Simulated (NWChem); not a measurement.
Species: GaH$_{3}$S$_{3}$; SMILES [SH][Ga]([SH])[SH]

```xyz
7

Ga    -0.0021    -0.0068     0.0000
S     -2.2026    -0.2655     0.0000
H     -2.4289     1.0790     0.0000
S      0.8547     2.0448     0.0000
H      2.1443     1.6043     0.0000
S      1.2195    -1.8599     0.0000
H      2.4020    -1.1825     0.0000
```
Atoms are numbered in this order, from 1.

Results from NWChem. Geometry: optimised at PBE-D3(BJ)/def2-SVP. Vertical excitations in the gas phase; the lowest state need not have the same character in each row.

```csv
level,"lowest excitation, singlet (eV)","lowest state with f > 0.02, singlet (eV)",orbital gap (eV)
"PBE/def2-SVP, full TDDFT",(withheld),(withheld),(withheld)
"B3LYP/def2-SVP, full TDDFT",5.01,5.62,6.08
"LDA (Slater exchange, VWN5)/def2-SVP, full TDDFT",4.46,5.19,4.34
```

Task: Complete the blanks.

Result: 
- PBE/def2-SVP, full TDDFT, lowest excitation, singlet (eV): 4.57
- PBE/def2-SVP, full TDDFT, lowest state with f > 0.02, singlet (eV): 5.28
- PBE/def2-SVP, full TDDFT, orbital gap (eV): 4.47
